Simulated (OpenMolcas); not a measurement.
**Computed transition rates of Ni²⁺**

* Program: OpenMolcas
* Method: SS-CASPT2, IPEA 0.25 Eh, imaginary shift 0.1 Eh (closed shells correlated: 3s 3p)
* Basis: ANO-RCC-VTZP [6s5p3d2f1g]
* Scalar Hamiltonian: DKH2, point nucleus
* Active space: 8 electrons in 5 orbitals (3d)
* State averaging: 2S+1 = 3 even, 10 roots; 2S+1 = 1 even, 15 roots
* Spin-orbit coupling: RASSI with atomic mean-field integrals over the reference wave functions, term energies averaged over their components

Rates come from the transition moments of the reference wave functions (E1 and E2 in the length form). At fixed line strength A goes as λ^-3 for E1 and M1 and as λ^-5 for E2, so a rate at the computed wavelength can be rescaled to the measured one. Measured vacuum wavelengths follow from level energies in Corliss and Sugar, J. Phys. Chem. Ref. Data 10, 197 (1981). Branching counts decays inside the model space alone, at computed energies, and the table is only a selection of the E2 and M1 lines, drawn from those between levels with measured partners whose computed energy lies within a factor of 1.5 of the measured one.

| Upper | Lower | Type | λ computed (nm) | λ measured (nm) | A computed (s-1) | A rescaled (s-1) | Branching % |
| --- | --- | --- | --- | --- | --- | --- | --- |
| 3d8 3P0 | 3d8 3P1 | M1 | 38850 | 39540 | 9.22e-04 | 8.75e-04 | 1.4 |
| 3d8 3P1 | 3d8 3P2 | M1 | 25590 | 31630 | 1.25e-03 | 6.62e-04 | 0.7 |
| 3d8 3F2 | 3d8 3F3 | M1 | 11070 | 11000 | 2.64e-02 | 2.69e-02 | 100.0 |
| 3d8 3F3 | 3d8 3F4 | M1 | 7427 | 7349 | 6.37e-02 | 6.57e-02 | 100.0 |
| 3d8 3P2 | 3d8 1D2 | M1 | 2755 | 3802 | 1.36e-01 |  | 48.2 |
| 3d8 3P1 | 3d8 1D2 | M1 | 2487 | 3394 | 1.10e-01 |  | 59.1 |
| 3d8 1D2 | 3d8 3F2 | M1 | 885.4 | 850.2 | 2.10e-01 |  | 29.3 |
| 3d8 1D2 | 3d8 3F3 | M1 | 819.8 | 789.2 | 5.05e-01 |  | 70.4 |
| 3d8 3P2 | 3d8 3F2 | M1 | 670.1 | 694.8 | 6.47e-03 |  | 2.3 |
| 3d8 3P1 | 3d8 3F2 | E2 | 653 | 679.9 | 1.93e-02 | 1.58e-02 | 10.4 |
| 3d8 3P1 | 3d8 3F2 | M1 | 653 | 679.9 | 2.80e-03 |  | 1.5 |
| 3d8 3P0 | 3d8 3F2 | E2 | 642.2 | 668.4 | 6.55e-02 | 5.36e-02 | 98.6 |
| 3d8 3P2 | 3d8 3F3 | M1 | 631.8 | 653.6 | 5.14e-02 |  | 18.2 |
| 3d8 3P2 | 3d8 3F3 | E2 | 631.8 | 653.6 | 1.32e-02 | 1.11e-02 | 4.7 |
| 3d8 3P1 | 3d8 3F3 | E2 | 616.6 | 640.3 | 5.28e-02 | 4.37e-02 | 28.3 |
| 3d8 3P2 | 3d8 3F4 | E2 | 582.3 | 600.2 | 7.42e-02 | 6.38e-02 | 26.3 |
| 3d8 1G4 | 3d8 3F3 | M1 | 450.1 | 459.8 | 1.77e-01 |  | 33.3 |
| 3d8 1G4 | 3d8 3F4 | M1 | 424.4 | 432.7 | 3.51e-01 |  | 66.2 |
| 3d8 1S0 | 3d8 3P1 | M1 | 280.1 | 281.3 | 5.19e+00 |  | 23.1 |
| 3d8 1S0 | 3d8 3P2 | E2 | 277.1 | 278.8 | 9.86e-01 |  | 4.4 |
| 3d8 1S0 | 3d8 1D2 | E2 | 251.8 | 259.7 | 1.61e+01 | 1.38e+01 | 71.5 |
| 3d8 1S0 | 3d8 3F2 | E2 | 196 | 199 | 2.28e-01 |  | 1.0 |

Spin-changing lines and M1 lines between different terms are not rescaled, since their strength hangs on the term gaps too.

The largest correction is for 3d8 3P1 → 3d8 3P2 (M1): 1.25e-03 × (25590 / 31630)^3 = 6.62e-04 s-1, a factor of 0.53.

The computed rate and branching of 3d8 3F3 → 3d8 3F4 give the upper level a radiative lifetime of 1.000 / 6.37e-02 s-1 = 1.57e+01 s, counting decays inside the model space alone. The rescaled rate gives about 1.5e+01 s.

These are rates of the free ion; in crystals, glasses and complexes forced electric-dipole and non-radiative decay shorten such lifetimes by orders of magnitude. No measured rate stands beside these. Rescaling mends the energy factor alone: line strengths can still be far off where a level mixes with configurations outside the active space, and weak or spin-changing lines hang on small mixing coefficients that depend on the term gaps too, so rescaling need not improve them.

CASPT2 breaks the degeneracy within a term, and the mean is taken; among the terms shown or strongly mixed into the levels shown the widest spread is 900 cm-1 (3d8 1G). Some levels mix across a computed gap that differs much from the measured one, so their mixing is not that of the real levels. Measured partners are found by configuration, term and J. A level has none where our copy of the source lacks it or the pairing is in doubt (some pairs that miss far off the trend of their configuration count as doubtful). Only configurations of the active space appear.
